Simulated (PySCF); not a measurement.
C2H7ClOZr, SMILES [CH3][Zr]([CH3])([OH])[Cl], multiplicity 1. Coordinates come from a B3LYP-D3(BJ)/def2-SVP optimisation. The spin state was assumed, not searched. The def2 effective core potentials stand for the cores of Zr; spin–orbit coupling is left out. Other conformers were not sampled.

Computed equilibrium geometry at B3LYP-D3(BJ)/def2-SVP (PySCF confirms it by a frequency run) as Cartesian coordinates in Å, and its point group (one conformer of several):
point group Cs.
```xyz
12

Zr     0.2099     0.0802     0.0000
Cl    -2.1714    -0.0342     0.0000
O      1.0349     1.8063     0.0000
H      1.2749     2.7359     0.0000
C      1.0053    -1.0313    -1.7490
H      0.6078    -2.0639    -1.7501
H      2.1086    -1.0914    -1.7043
H      0.7331    -0.5644    -2.7129
C      1.0053    -1.0313     1.7490
H      0.7331    -0.5644     2.7129
H      2.1086    -1.0914     1.7043
H      0.6078    -2.0639     1.7501
```
Charge 0, spin multiplicity 1.
